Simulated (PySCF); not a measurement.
C₃H₁₂GeSi.
SMILES with atom numbers: `[CH3:1][CH:2]([CH3:3])[SiH2:4][GeH3:5]`

Lines to be assigned: C 1s: 290.19 (area 1), 290.59 (area 2) eV; Si 1s: 1845.87 eV; Si 2p3/2: 106.15 eV.

Level of theory: PySCF, delta-SCF UKS SCAN, pcX-2 on the ionised atom, pcseg-1 elsewhere, spin-free X2C. Isolated species at its PBE0-D3(BJ)/def2-SVP geometry (one conformer only).

Problem. Assign the C 1s lines to atoms.

Solution. 290.19 eV: C2 (sp3 carbon bound to silicon); 290.59 eV: C1/C3 (methyl carbon). Lowest listed C 1s: C2, bonded to 2 C, H and Si. Highest, 0.40 eV above it: C1/C3, bonded to C and 3 H. Summing the Pauling electronegativity differences to the bonded atoms, each weighted by its formal bond order, gives -1.00 for the lowest site and -1.05 for the highest; the largest sum, -1.00, belongs to C2, 0.40 eV below the top. The smallest sum, -1.05, belongs to C1/C3, 0.40 eV above the lowest.

Bonded neighbours of each site: C1/C3: C and 3 H; C2: 2 C, H and Si; Si4: C, 2 H and Ge.

Problem. Which photon energy gives electrons from Si 2p3/2 of Si4 a kinetic energy of 150 eV, and what is their de Broglie wavelength?

Solution. hν = 106.15 + 150 = 256.15 eV, recoil neglected; λ = 12.264 Å/√(E/eV) = 1.00 Å.

Atoms equivalent by their bonding share one computed value, that of the first of them. Spin–orbit and ligand-field terms were added within each 2p shell after the spin-free SCF. 2p1/2 minus 2p3/2 (ligand field included): Si 0.62 eV. No level of germanium is listed.

Conformer computed: `[CH3:1][CH:2]([CH3:3])[SiH2:4][GeH3:5]`: C1–C2–Si4–Ge5 -63°.
